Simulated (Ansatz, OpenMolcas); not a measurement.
**A ladder of methods for AlCl3 (aluminium trichloride (monomer))**

The species is AlCl3 (4 atoms), meant as a singlet with charge 0. SMILES: `Cl[Al](Cl)Cl`. The coordinates come from a PBE0-D4/def2-TZVP relaxation.

Each level gives the HOMO–LUMO gap (eV). The values are calculated.

| level | kind | program | value (eV) | CPU time |
| --- | --- | --- | --- | --- |
| HF/6-311+G** | Hartree–Fock | Ansatz | 13.44 | 4.2 s |
| SVWN5/6-311+G** | LDA | Ansatz | 5.50 | 5.5 s |
| revPBE/6-311+G** | GGA | OpenMolcas | 5.67 | 22 s |
| r2SCAN/6-311+G** | meta-GGA | Ansatz | 6.39 | 25 s |
| B3LYP/6-311+G** | global hybrid | Ansatz | 7.27 | 13 s |
| wB97M-V/6-311+G** | range-separated hybrid | Ansatz | 11.44 | 1.7 min |
| PBE-QIDH/6-311+G** | double hybrid | Ansatz | 11.46 | 18 s |

The values span 5.50 to 13.44 eV. Orbital gaps aren't excitation energies, and those of double hybrids come from the SCF part alone; they tend to grow with the share of exact exchange. CPU times are rough (shared hosts, several kinds of processor and program).
